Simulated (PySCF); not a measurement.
A structure optimised at PBE-D3(BJ)/def2-TZVPD, used in a PySCF frequency run:

```xyz
2

Mg     0.0000     0.0000    -0.7009
O      0.0000     0.0000     1.0513
```
Charge 0, spin multiplicity 1.

### Question
Write its SMILES, formula and point group.

### Answer
[O]=[Mg], MgO, C∞v

### Question
What are its rotational constants (standard atomic weights)?

### Answer
17.063 GHz (linear rotor, B only)
